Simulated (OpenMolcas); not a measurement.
Au2+ among 6 point charges of -1 e arranged as an octahedron (Oh), 1.8 Å from the ion.
```
   1.8000    0.0000    0.0000  -1.00
   0.0000    1.8000    0.0000  -1.00
  -1.8000    0.0000    0.0000  -1.00
   0.0000   -1.8000    0.0000  -1.00
   0.0000    0.0000    1.8000  -1.00
   0.0000    0.0000   -1.8000  -1.00
```

```
Program             : OpenMolcas
Method              : CASSCF
Basis               : ANO-RCC-VDZP [7s6p4d2f]
Scalar Hamiltonian  : DKH2, point nucleus
Active space        : 9 electrons in 5 orbitals (5d)
State averaging     : 2S+1 = 2 even, 5 roots
Spin-orbit coupling : state interaction with AMFI integrals over the reference wave functions
```

(1) What is the spin-free ground state (labels of O, the rotations of Oh)?

(2) Where is the first state of the same spin?

(3) What are the lowest two levels with spin-orbit coupling?

(4) What is χT at 300 K, and how does it compare with the textbook value?

(5) Which ligand-field parameters describe the states?

Answers

(1) 2E, 2-fold in its orbital part, 100 % from free-ion D terms; it has the highest spin that d9 allows.

(2) 2T2 at 9130 cm-1 above the ground state.

(3) A 4-fold level Γ8, then a 2-fold level Γ7 7004 cm-1 above it. Their leading multiplicities are 2 (100 %) and 2 (100 %).

(4) The lowest level has 2S+1 = 2, for which the spin-only value is χT = S(S+1) / 2 = 0.375 cm3 K/mol (g = 2). The computed 0.952 at 300 K differs by +0.577, through orbital momentum, spin-orbit coupling and any other state in reach.

(5) The gap between the two states is 10Dq = 9126 cm-1. 

An orbital doublet at a regular site is open to a Jahn-Teller distortion, which this geometry leaves out. This is an electrostatic model: the charges have no orbitals. No measured value stands beside these numbers.
